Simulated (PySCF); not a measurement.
## How methods differ on the excitation energy of Sm

Sm [Xe] 4f6 6s2 (7F) → Sm [Xe] 4f6 5d2 (high-spin determinant), as a difference of total energies. Calculation: PySCF 2.14, in x2c-TZVPPall with one added diffuse shell each of s, p, d, f type (12s8p8d5f2g, 129 functions); the spin-free X2C one-electron Hamiltonian (Gaussian nucleus). Correlated levels: valence: [Kr] 4d10 frozen; valence and next inner shell: [Ar] 3d10 frozen. The calculations carry no spin-orbit coupling.

| method | excitation energy (eV) |
| --- | --- |
| UHF | 3.184 |
| LDA | 2.986 |
| PBE | 2.693 |
| PBE0 | 2.770 |
| r2SCAN | 2.299 |
| MP2 (valence) | 3.416 |
| SCS-MP2 (valence) | 3.787 |
| MP2 (valence and next inner shell) | 3.418 |
| SCS-MP2 (valence and next inner shell) | 3.777 |

Task: How much does correlation contribute at MP2 (valence and next inner shell)?

Result: 3.418 − (3.184) = 0.234 eV, measured against UHF.

A first-order spin-orbit estimate (lowest level to lowest level, LS coupling) adds -0.046 eV.

The determinant of the upper state mixes LS terms, which raises its energy above the lowest term, most at the Hartree-Fock and MP2 levels.
